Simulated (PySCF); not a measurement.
Gas-phase reaction: GeH₄ + 2 GeF₃ = 2 GeHF₃ + GeH₂

Method: PySCF energies (xtb for GFN2) plus ideal-gas RRHO corrections (1 bar). † marks an energy on the PBE0/def2-TZVP geometry and frequencies; other levels use their own. CCSD(T) freezes the core. 6-31G* has spherical d functions here. Open shells (unrestricted): GeF₃ (multiplicity 2); the rest are closed-shell singlets. GFN2 has no spin-polarisation term. B3LYP is the form with VWN-RPA correlation. Ge: all electrons, no relativistic terms. GeF₃, GeHF₃, GeH₂: computed as isolated molecules; such fragments, hydroxides, amides, oligomers or adducts are transient or little studied in the gas. CCSD(T) isn't extrapolated to the basis-set limit.

GFN2-xTB gives ΔH°(298 K) = -84 kJ.

Question: What do B3LYP/6-31G*, CCSD(T)/def2-SVP†, PBE0/def2-TZVP give?

Answer: B3LYP/6-31G*: -108 kJ; CCSD(T)/def2-SVP†: -136 kJ; PBE0/def2-TZVP: -100 kJ. For scale, ΔH°(298 K) is -84 kJ at this level, -119 kJ at ωB97M-V/def2-TZVP†, and runs from -136 to -82 kJ over the 20 levels computed († marks an energy on the PBE0/def2-TZVP geometry).
